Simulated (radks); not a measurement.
Question: Re40+, 35 electrons, occupied as [Ar] 3d10 4s2 4p5. All-electron calculation, non-relativistic Kohn-Sham, LDA (Slater exchange, Perdew-Wang correlation), spin-unpolarised, spherical densities, point nucleus; relativity is left out, which matters for an element this heavy. Program: a radial shooting solver on a logarithmic mesh with Libxc functionals. Some entries of the table are withheld. Estimate them.

| orbital | occ. | eigenvalue (Ry) | <r> (bohr) |
|---|---|---|---|
| 1s | 2 | -4949.793 | 0.02021 |
| 2s | 2 | -928.2177 | 0.08522 |
| 2p | 6 | -896.2783 | 0.07205 |
| 3s | 2 | -310.6819 | 0.2131 |
| 3p | 6 | (1) | 0.2029 |
| 3d | 10 | (2) | 0.1772 |
| 4s | 2 | -147.5560 | 0.4214 |
| 4p | 5 | (3) | 0.4177 |

Answer: 
(1) 3p eigenvalue (Ry): -296.1423
(2) 3d eigenvalue (Ry): -269.4190
(3) 4p eigenvalue (Ry): -141.2145
